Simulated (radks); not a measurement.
Hf21+, 51 electrons, occupied as [Kr] 4d10 4f5.

Method: scalar-relativistic Kohn-Sham, exchange-only LDA, spin-polarised, spherical densities, point nucleus; open shells are filled with parallel spins first (spin-orbit coupling, left out, can overturn this in heavy ions); computed with a radial shooting solver on a logarithmic mesh with Libxc functionals.

Energy parts (hartree):
total: -14888.2920
kinetic: 16332.9782
electron-nucleus: -35613.9994
Hartree: 4662.5240
exchange: -269.7948

Orbitals (lengths in bohr, moments of r in powers of bohr; r(max) is where P^2 peaks; r(90%) holds 90 % of the orbital's charge):
orbital	occ.	eigenvalue (hartree)	r(90%)	<r^2>	r(max)	<1/r>
1s down	1	-2418.847	0.0345	0.0004955	0.01191	83.77
1s up	1	-2418.846	0.0345	0.0004955	0.01191	83.77
2s up	1	-431.6930	0.125	0.007651	0.06811	19.55
2s down	1	-431.6848	0.125	0.007651	0.06811	19.56
2p up	3	-381.8133	0.117	0.006291	0.05569	17.84
2p down	3	-381.8074	0.117	0.006290	0.05569	17.84
3s up	1	-115.2958	0.306	0.04978	0.1923	7.236
3s down	1	-115.1248	0.306	0.04969	0.1922	7.244
3p up	3	-100.3922	0.312	0.05036	0.1899	6.712
3p down	3	-100.2216	0.311	0.05025	0.1898	6.720
3d up	5	-82.71922	0.293	0.04180	0.1547	6.349
3d down	5	-82.58650	0.293	0.04168	0.1545	6.357
4s up	1	-39.50981	0.648	0.2320	0.4312	3.182
4s down	1	-39.22238	0.649	0.2325	0.4313	3.177
4p up	3	-34.41727	0.686	0.2565	0.4490	2.934
4p down	3	-34.13913	0.687	0.2572	0.4492	2.928
4d up	5	-27.87644	0.727	0.2791	0.4543	2.678
4d down	5	-27.60370	0.729	0.2802	0.4546	2.671
4f up	5	-20.63471	0.762	0.2853	0.4060	2.383
4f down	0	-20.34655	0.767	0.2880	0.4069	2.376
5s up	0	-18.75420	1.22	0.8520	0.8634	1.597
5s down	0	-18.58605	1.22	0.8584	0.8657	1.589
5p up	0	-16.84086	1.30	0.9630	0.9181	1.484
5p down	0	-16.68536	1.30	0.9716	0.9211	1.476

The highest occupied level is 4f up at -561.50 eV. The density falls to 0.001 e/bohr^3 at r = 1.46 bohr. Summed over all electrons, <r^2> = 7.101 bohr^2, which gives a Langevin (diamagnetic) susceptibility term of -5.62 x 10^-6 cm^3/mol. For comparison, the ionisation energy in NIST's Atomic Spectra Database is 610 eV (theoretical). In exact Kohn-Sham theory the highest level is minus the ionisation energy, but local and semilocal functionals leave it too shallow, through self-interaction and a potential that decays too fast; potentials with the right tail come closer. Spin moment in Bohr magnetons: 5.
